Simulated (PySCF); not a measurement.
C₃H₆Cl, SMILES Cl[C](C)C, multiplicity 2.

Geometry: PBE0-D3(BJ)/def2-SVP. The isomer is the one that the SMILES or the coordinates give; other isomers of the formula were not compared.

Two levels are set side by side: PBE/def2-TZVP (PySCF) and M06-2X/def2-TZVP (PySCF). Same geometry, gas phase. Differences are taken from unrounded values.

| quantity | M06-2X | PBE | PBE minus M06-2X |
|---|---|---|---|
| α-spin orbital gap (eV) | 8.48 | 4.34 | -4.14 |
| β-spin orbital gap (eV) | 9.57 | 4.78 | -4.79 |
| dipole moment (D) | 1.76 | 1.59 | -0.17 |
| mean polarisability (bohr³) | 49.1 | 51.8 | 2.6 |

Loosely held outer electrons make PBE densities more polarisable. Differences between two approximate levels are no errors against the true value.

Rough cost on one machine, each run with all the roots and properties that it gave: M06-2X against PBE about 2 times.
